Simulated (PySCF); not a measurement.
## Exercise with solution: oscillator strength and radiative lifetime

SiClBr, SMILES Cl[Si]Br (connectivity only; charge and spin as stated), neutral, multiplicity 1.

Geometry optimised at PBE0-D3(BJ)/def2-TZVP.

TDDFT-M06-2X/def2-SVPD run with PySCF 2.14.0 puts the first singlet state with f over 0.02 at 5.34 eV (vertical), with the transition dipole (-0.045, -0.430, 0.000) in atomic units.

Question: Find the oscillator strength, the wavelength and the radiative lifetime that this transition would have in vacuum if emission retraced absorption.

Answer: 
|μ|² = 0.1869 au, so |μ| = 1.10 D. ΔE = 5.34/27.211 = 0.1962 hartree. f = (2/3) ΔE |μ|² = 0.024 (the program prints 0.024).
λ = 1239.84/5.34 = 232 nm; ν = 43070 cm⁻¹.
Einstein's coefficient A = 0.6670 ν² f s⁻¹ (ν in cm⁻¹) = 3.0e7 s⁻¹, so τ = 1/A = 33 ns. This state is S3; the lower singlets have f = 0.018, 0.000. The figure is the radiative limit of this one transition; relaxation, internal conversion, crossing to triplets and a medium change what is measured.
